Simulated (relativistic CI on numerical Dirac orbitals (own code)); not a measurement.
# One change at a time: Rh10+

Base calculation: Dirac-Coulomb-Breit CI, separate exchange-only KLI orbitals for each configuration, model QED (radiative potential, 1s self-energy scaled to tabulated hydrogen-like ionisation energies), unscaled Slater integrals.

CI space (outside the closed core [Ar] 3d10): 4s²4p⁵, 4s4p⁶, 4s²4p⁴4d, 4s4p⁵4d, 4s²4p⁴4f, 4s4p⁵4f, 4p⁶4d, 4s²4p⁴5s, 4s4p⁴4d², 4s²4p⁴5p, 4s²4p³4d4f, 4p⁶5s, 4s²4p⁴5d, 4s4p⁵5s, 4p⁶4f, 4s4p⁴4d5s, 4s4p⁵5p, 4s²4p⁴6s, 4s²4p⁴5f, 4s²4p³4f5s, 4s²4p⁴6p, 4s²4p⁴5g, 4s²4p⁴6d, 4s4p⁵5d, 4s4p⁴5s², 4p⁵4d4f, 4s²4p⁴7s, 4s²4p⁴6f, 4s²4p³4d², 4s²4p²4d³, 4s4p³4d³, 4s²4p²4d²4f, 4s4p³4d²4f, 4s²4p²4d²5s, 4p⁵4d², 4p⁴4d³, 4p⁴4d²4f, 4p⁴4d²5s, 4s²4p³4d5s, 4s4p³4d²5s, 4s²4p²4d4f5s, 4s4p³4d4f5s, 4s²4p²4d5s², 4p⁵4d5s, 4p⁴4d4f5s, 4p⁴4d5s². Double excitations out of closed p, d and f shells are left out; levels of such configurations are missing from the list, as are those of other unlisted configurations, and high levels can miss mixing partners. These lack a partner that the ground configuration has and come out too high: 4s²4p⁴5p, 4s²4p⁴5d, 4s4p⁵5p, 4s²4p⁴6s, 4s²4p⁴5f.

Variants: (1) valence Slater integrals scaled by 0.9; (2) configuration mixing switched off; (3) only the first 3 configurations. Shifts of the energy above 4s²4p⁵ ²P°3/2, in cm⁻¹, for the lowest level and the first level of each name with at least 55 % of one term (blank where a level changes its place among those of its configuration and J or its character, or is not in the variant):

```csv
Level,Base,Δ(1),Δ(2),Δ(3)
4s²4p⁵ ²P°3/2,0,0,0,0
4s²4p⁵ ²P°1/2,38346,+113,+727,+727
4s4p⁶ ²S1/2,295017,+7717,+57368,-2565
4s²4p⁴4d ⁴D5/2,389496,+5009,+766,+766
4s²4p⁴4d ⁴D3/2,390792,+4787,+1038,+1038
4s²4p⁴4d ⁴D7/2,392127,+5112,+634,+634
4s²4p⁴4d ⁴D1/2,395003,+4664,+1731,+1755
4s²4p⁴4d ⁴F9/2,409960,+2898,+685,+685
4s²4p⁴4d ²P1/2,422038,+4199,+3638,+3705
4s²4p⁴4d ⁴P1/2,428015,+2087,-269,+2478
4s²4p⁴4d ⁴F5/2,432384,+2848,+1401,+1401
4s²4p⁴4d ⁴P5/2,441728,+1124,+2635,+2635
4s²4p⁴4d ²D5/2,454474,+2001,+3171,+3171
4s²4p⁴4d ²G7/2,456527,+1498,+3341,+3341
```

At this charge energies of transitions that change n are usually good to better than 1 %, and those within a shell (Δn = 0) to a few per cent.

Ionisation energy from the two ground configurations alone: base 228.099 eV; valence Slater integrals scaled by 0.9 228.214 eV. The NIST ASD value (theoretical) is 228 eV.

LS names give the leading component of a level, which can be under half, so a name can repeat, a term be missing and a line seem to break the LS rules.
